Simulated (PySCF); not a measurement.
**Low-lying terms of Ca¹⁰⁺ (calcium, charge +10)**

Ground state [Ne], ¹S. All numbers are calculated (PySCF 2.14, the spin-free X2C one-electron Hamiltonian (Gaussian nucleus), in an even-tempered Gaussian basis (20 s from 0.208 bohr⁻², ratio 2.5; 12 p from 0.272 bohr⁻², ratio 2.5; 7 d from 0.207 bohr⁻², ratio 2.7; 3 f from 17 bohr⁻², ratio 2.7)). Vertical excitation energies in eV without spin-orbit coupling; excited terms of each kind are numbered among those the solver found. Frozen: 1s2.

```csv
term,leading excitation,EOM-EE-CCSD
1 3P°,2p → s,348.49
1 1P°,2p → s,350.59
1 3S,2p → p,366.56
1 3D,2p → p,370.21
1 1D,2p → p,371.82
1 1P,2p → p,372.12
1 3P,2p → p,372.20
1 1S,2p → p,384.15
2 3P°,2p → d,397.66
1 3F°,2p → d,399.25
1 1F°,2p → d,400.70
1 1D°,2p → d,401.43
2 3S,2s → s,436.49
2 1S,2s → s,440.30
```

The solver can miss terms. The 23 highest virtual orbitals were dropped.
